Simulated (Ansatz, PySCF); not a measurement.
The pair A = NH3 (SMILES N) (first 4 atoms), B = C3H8 (SMILES CCC); geometry from B3LYP-D3(BJ)/def2-TZVP.
(charge 0, multiplicity 1):
```xyz
15

N      0.2960     0.1290     0.4838
H      0.1338     0.8239     1.2036
H      0.9649     0.5202    -0.1696
H     -0.5775     0.0029    -0.0148
C      1.2611     0.0713     4.1019
C     -0.2218     0.4334     4.1334
C     -1.1219    -0.7473     3.7777
H      1.8898     0.9295     4.3488
H      1.4821    -0.7204     4.8222
H      1.5499    -0.2910     3.1132
H     -0.4119     1.2598     3.4396
H     -0.4871     0.8132     5.1247
H     -2.1774    -0.4674     3.7939
H     -0.8837    -1.1283     2.7825
H     -0.9847    -1.5671     4.4874
```

Correlated levels freeze the cores.

Codes used: Ansatz (a program for electronic structure); PySCF for the dispersion terms. Each number belongs to the level named beside it.

The monomers are drawn apart, rigid, along the line of their centres of mass. Counterpoise-corrected interaction energies (kcal/mol):

```csv
level,R = 4.504 Å,R = 5.441 Å
PBE/def2-TZVPPD,-0.3709,-0.1097
PBE-D3(BJ)/def2-TZVPPD,-0.7920,-0.2574
wB97M-V/def2-TZVPPD,-0.5866,-0.2089
CCSD(T)/aug-cc-pVDZ,-0.5699,-0.1965
```

**Question.** R is the distance of the centres of mass. Find the local exponent m of E ∝ R⁻ᵐ between the two points.

**Answer.** 
m = ln(E₁/E₂)/ln(R₂/R₁): PBE/def2-TZVPPD 6.4; PBE-D3(BJ)/def2-TZVPPD 5.9; wB97M-V/def2-TZVPPD 5.5; CCSD(T)/aug-cc-pVDZ 5.6. For scale, two fixed dipoles give m = 3, dipole and quadrupole 4, quadrupoles 5, and dispersion or dipole-induced dipole 6 at long range; at these distances several terms mix, and what is left of overlap and damping shifts m, so it need not match one of them.
